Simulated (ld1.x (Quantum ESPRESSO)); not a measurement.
What the settings do to the TM potential of C

Base potential:

* Element: carbon
* Generator: ld1.x (Quantum ESPRESSO) 7.5
* Type: norm-conserving Troullier–Martins (Kleinman–Bylander form)
* Functional: BLYP
* Relativity: scalar-relativistic
* Frozen core: [He]
* Valence charge: 4
* Reference configuration: 2s1.75 2p2.25
* Partial waves: 2s (bound): rc 1.00 bohr; 2p (bound): rc 1.40 bohr
* Local potential: all-electron potential smoothed inside 0.75 bohr (lloc = -1)
* Core correction: Bessel-smoothed model core inside 0.55 bohr

All-electron outer shells of the reference configuration (BLYP, scalar-relativistic, ld1.x):

```tsv
shell	level (eV)	outermost node (bohr)	outermost maximum (bohr)
1s	-274.17	–	0.17
2s	-13.73	0.38	1.20
2p	-5.34	–	1.19
```

Cutoffs, loose and tight: the cutoffs (Ry, on a coarse ladder) from which the occupation-weighted sum of valence levels, in a spherical-Bessel basis at the reference potential, stays within 10 and 1 mRy of its value at 400 Ry. They do not see the model core or the augmentation charge, which bear on the density cutoff. Test errors are all-electron minus pseudo excitation energies from the reference, over the configurations 2s2 2p2; 2s2 2p1; 2s2 2p0; 2s1 2p2; 2s0 2p4; 2s2 2p1.5; 2s2 2p2.3. A dash means not determined; rows that change the core or the reference have their own tests.

| change | outcome | cutoff, loose | cutoff, tight | bound ghosts | largest test error (meV) |
| --- | --- | --- | --- | --- | --- |
| base | generated | 50 Ry | 90 Ry | none | +73 |
| core correction Bessel-smoothed model core inside 0.42 bohr | generated | 50 Ry | 90 Ry | none | +71 |
| core correction Bessel-smoothed model core inside 0.52 bohr | generated | 50 Ry | 90 Ry | none | +72 |
| core correction Bessel-smoothed model core inside 0.58 bohr | generated | 50 Ry | 90 Ry | none | +75 |
| core correction Bessel-smoothed model core inside 0.72 bohr | generated | 50 Ry | 90 Ry | none | +93 |
| core correction Bessel-smoothed model core inside 0.82 bohr | generated | 50 Ry | 90 Ry | none | +112 |
| core correction Bessel-smoothed model core inside 0.88 bohr | generated | 50 Ry | 90 Ry | none | +125 |
| core correction Bessel-smoothed model core inside 0.98 bohr | generated | 50 Ry | 90 Ry | none | +147 |
| core correction Bessel-smoothed model core inside 1.10 bohr | generated | 50 Ry | 90 Ry | none | +160 |
| core correction Bessel-smoothed model core inside 1.18 bohr | generated | 50 Ry | 90 Ry | none | +165 |

Task: What comes out with this change to the base: core correction none?

Result: outcome: generated; cutoff, loose: 50 Ry; cutoff, tight: 90 Ry; bound ghosts: none; largest test error (meV): +185.
